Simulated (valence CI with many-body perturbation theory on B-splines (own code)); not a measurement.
**Ta33+: calculated level list**

Computed by configuration interaction combined with many-body perturbation theory (CI+MBPT): four valence electrons over a frozen Dirac-Fock core [Kr], radial functions for each j: 7 s, 7 p, 8 d, 6 f, 4 g, 1 h, with the one-electron correlation potential Σ1 (screened to all orders), the two-electron term Σ2, the three-electron term Σ3, Breit, model QED; selected single and double excitations, second order for the rest, scaled by the run's own slope (own B-spline code, finite nucleus).

No measured spectrum was set against this ion. As an estimate, large intervals hold to a few tenths of a per cent, small ones and those within an open d or f shell to about a per cent. Only levels of the ground parity were solved; by the run's estimate the other parity begins above the list, which can be wrong where configurations are misplaced.

Levels 1 to 31 of 31, with energies above the lowest level, (4d3/2^4) J=0. "Leading %" is the weight of the configuration and term that name the level; weights of strongly mixed levels are sums over their largest components and can fall short, so below about 35 % the name and the second component can differ from the true leading terms, or belong to a minority configuration. In the jj column 3d3/2^4 stands for four electrons in 3d with j = 3/2. Lifetimes count E1, E2, E3, M1 and M2 decay at the calculated energies, and are blank where another channel may lead or the interval is too uncertain; long ones can be off by a factor of two.

```csv
No.,Configuration,Term,J,E (cm⁻¹),Leading %,Second component,Lifetime,Leading jj
1,4d⁴,³P,0,0,57,30 % 4d⁴ ⁵D,,4d3/2^4 (97 %)
2,4d⁴,⁵D,1,106410,63,37 % 4d⁴ ³P,31.0 μs,4d3/2^3 4d5/2 (97 %)
3,4d⁴,³F,4,145350,29,23 % 4d⁴ ³H,,4d3/2^3 4d5/2 (97 %)
4,4d⁴,⁵D,2,146020,48,15 % 4d⁴ ³D,732 μs,4d3/2^3 4d5/2 (86 %)
5,4d⁴,³F,3,157630,28,27 % 4d⁴ ⁵D,22.5 ms,4d3/2^3 4d5/2 (89 %)
6,4d⁴,⁵D,0,241140,64,21 % 4d⁴ ¹S,10.1 μs,4d3/2^2 4d5/2^2 (96 %)
7,4d⁴,⁵D,2,247170,41,22 % 4d⁴ ³F,15.8 μs,4d3/2^2 4d5/2^2 (88 %)
8,4d⁴,³H,4,250590,40,39 % 4d⁴ ⁵D,29.9 μs,4d3/2^2 4d5/2^2 (96 %)
9,4d⁴,⁵D,3,254900,46,38 % 4d⁴ ³G,29.1 μs,4d3/2^2 4d5/2^2 (88 %)
10,4d⁴,³H,5,269850,68,32 % 4d⁴ ³G,54.7 μs,4d3/2^2 4d5/2^2 (100 %)
11,4d⁴,³P,1,279080,45,37 % 4d⁴ ³D,24.1 μs,4d3/2^2 4d5/2^2 (93 %)
12,4d⁴,³H,6,280680,50,50 % 4d⁴ ¹I,79.6 ms,4d3/2^2 4d5/2^2 (99 %)
13,4d⁴,³F,3,292970,44,27 % 4d⁴ ³D,,4d3/2^2 4d5/2^2 (95 %)
14,4d⁴,³G,4,293800,57,37 % 4d⁴ ¹G,125 μs,4d3/2^2 4d5/2^2 (97 %)
15,4d⁴,³D,2,297230,33,31 % 4d⁴ ³F,89.0 μs,4d3/2^2 4d5/2^2 (96 %)
16,4d⁴,³F,2,334400,46,30 % 4d⁴ ³P,16.6 μs,4d3/2^2 4d5/2^2 (93 %)
17,4d⁴,³F,4,345330,63,20 % 4d⁴ ¹G,48.5 μs,4d3/2^2 4d5/2^2 (86 %)
18,4d⁴,³P,2,379530,39,33 % 4d⁴ ¹D,174 μs,4d3/2^2 4d5/2^2 (88 %)
19,4d⁴,⁵D,4,390240,27,27 % 4d⁴ ¹G,12.2 μs,4d3/2 4d5/2^3 (85 %)
20,4d⁴,³F,3,391220,45,24 % 4d⁴ ⁵D,10.3 μs,4d3/2 4d5/2^3 (95 %)
21,4d⁴,³D,1,405890,56,26 % 4d⁴ ³P,7.92 μs,4d3/2 4d5/2^3 (95 %)
22,4d⁴,³G,5,409110,68,32 % 4d⁴ ³H,21.6 μs,4d3/2 4d5/2^3 (100 %)
23,4d⁴,³P,0,413330,63,37 % 4d⁴ ¹S,,4d3/2^2 4d5/2^2 (55 %)
24,4d⁴,¹I,6,413380,50,50 % 4d⁴ ³H,24.5 μs,4d3/2 4d5/2^3 (99 %)
25,4d⁴,³F,2,433190,49,39 % 4d⁴ ³P,11.9 μs,4d3/2 4d5/2^3 (90 %)
26,4d⁴,³D,3,439160,35,35 % 4d⁴ ¹F,16.6 μs,4d3/2 4d5/2^3 (97 %)
27,4d⁴,¹S,0,468700,76,20 % 4d⁴ ³P,,4d3/2 4d5/2^3 (48 %)
28,4d⁴,³P,1,480010,91,7 % 4d⁴ ³D,13.2 μs,4d3/2 4d5/2^3 (97 %)
29,4d⁴,³F,3,480110,66,31 % 4d⁴ ¹F,20.3 μs,4d3/2 4d5/2^3 (99 %)
30,4d⁴,¹G,4,485880,70,21 % 4d⁴ ³F,14.8 μs,4d3/2 4d5/2^3 (95 %)
31,4d⁴,¹D,2,495280,65,26 % 4d⁴ ³P,17.6 μs,4d3/2 4d5/2^3 (79 %)
```

The ionisation energy to 4d³ ⁴F3/2 of the next ion comes out as 1383.8 eV (NIST: 1382 ± 5 eV (theoretical)). All 31 levels together are meant to be complete up to 515090 cm⁻¹.
